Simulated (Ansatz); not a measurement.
C₄H₁₀S, triplet, at the geometry of the source list (a higher spin typed on purpose: for a closed-shell molecule this is an excited state); CCSD(T)/STO-3G (Ansatz, a quantum-chemistry and plane-wave program).

Input for Ansatz:
Ansatz 0.2 input:
```yaml
crystal:
  periodic: [false, false, false]
  atoms:
    - {symbol: C, position_ang: [2.56440000, -0.11540000, 0.11420000]}
    - {symbol: C, position_ang: [1.11170000, 0.17840000, -0.20530000]}
    - {symbol: S, position_ang: [0.05090000, -0.28100000, 1.21340000]}
    - {symbol: C, position_ang: [-1.54800000, 0.38980000, 0.64800000]}
    - {symbol: C, position_ang: [-2.16230000, -0.41070000, -0.48500000]}
    - {symbol: H, position_ang: [2.88150000, 0.44890000, 0.98760000]}
    - {symbol: H, position_ang: [3.19280000, 0.15800000, -0.73070000]}
    - {symbol: H, position_ang: [2.69680000, -1.17380000, 0.32360000]}
    - {symbol: H, position_ang: [0.95740000, 1.24240000, -0.39360000]}
    - {symbol: H, position_ang: [0.78340000, -0.39760000, -1.07100000]}
    - {symbol: H, position_ang: [-1.38760000, 1.43110000, 0.36450000]}
    - {symbol: H, position_ang: [-2.18300000, 0.35660000, 1.53280000]}
    - {symbol: H, position_ang: [-2.26390000, -1.45350000, -0.19480000]}
    - {symbol: H, position_ang: [-1.54650000, -0.35710000, -1.37980000]}
    - {symbol: H, position_ang: [-3.14760000, -0.01590000, -0.72410000]}
basis:
  gaussian:
    orbitals: STO-3G
magnetization: {spin_polarized: true, initial_magnetization: 2}
correlation: {method: ccsd_t}
```

It wrote (shortened):

```
Functional definition: HF
521 factors; integrals over basis functions are off by at most 4.2e-5 eV
mean field evaluation 1: about -14919.9663 eV, gradient 1.1e1 eV
mean field evaluation 2: about -14920.2924 eV, gradient 1.1e1 eV
mean field evaluation 4: about -14921.6954 eV, gradient 9.5e-1 eV
mean field evaluation 8: about -14921.7218 eV, gradient 2.6e-1 eV
mean field evaluation 16: about -14922.0032 eV, gradient 1.7e-4 eV
mean field evaluation 32: about -14921.7109 eV, gradient 3.2e-2 eV
mean field evaluation 64: about -14918.8475 eV, gradient 5.5e0 eV
mean field evaluation 96: about -14919.5041 eV, gradient 1.1e-1 eV
mean field evaluation 128: about -14916.0893 eV, gradient 6.8e0 eV
mean field evaluation 160: about -14918.8876 eV, gradient 4.8e-3 eV
mean field evaluation 192: about -14918.8880 eV, gradient 8.7e-3 eV
mean field -14922.00315837 eV, -548.3735015731 hartree, gradient 1.2e-6 eV, S^2 2.019963; 10 other end points of the search recorded, 0 dependent functions left out
determinant -14922.00315837 eV, -548.3735015731 hartree, with singles and doubles -14929.88888668 eV, -548.6632967434 hartree
determinant -14921.94196093 eV, -548.3712526087 hartree, with singles and doubles -14929.85127667 eV, -548.6619146009 hartree
determinant -14921.71090899 eV, -548.3627616064 hartree, with singles and doubles -14929.98923735 eV, -548.6669845624 hartree
determinant -14921.22086820 eV, -548.3447529394 hartree, with singles and doubles -14929.51687197 eV, -548.6496254551 hartree
determinant -14919.59081558 eV, -548.2848496107 hartree, with singles and doubles -14927.42796133 eV, -548.5728594047 hartree
determinant -14919.48006876 eV, -548.2807797403 hartree, with singles and doubles -14927.33485120 eV, -548.5694376706 hartree
determinant -14918.88760015 eV, -548.2590069204 hartree, with singles and doubles -14927.33830457 eV, -548.5695645797 hartree
determinant -14922.00315837 eV, -548.3735015731 hartree, with singles and doubles -14929.97869125 eV, -548.6665970002 hartree
determinant -14921.94196093 eV, -548.3712526087 hartree, with singles and doubles -14929.97137015 eV, -548.6663279550 hartree
determinant -14921.71090899 eV, -548.3627616064 hartree, with singles and doubles -14929.99030883 eV, -548.6670239388 hartree
determinant -14921.22086820 eV, -548.3447529394 hartree, with singles and doubles -14929.51568331 eV, -548.6495817724 hartree
mean field evaluation 224: about -14921.7109 eV, gradient 4.4e-6 eV
9 core orbitals not correlated
reference -14921.71090899 eV, -548.3627616064 hartree; 17, 15 occupied and 13, 15 virtual orbitals, 521 factors
second order -6.15411124 eV of doubles, -0.00000000 eV of singles
cycle   1  -8.27940613 eV  change   -6.3e-6 eV  update   4.2e-6
perturbative correction -0.06404000 eV, -0.0023534265 hartree
Total energy: -14930.05435512 eV, -548.6693775964 hartree
```
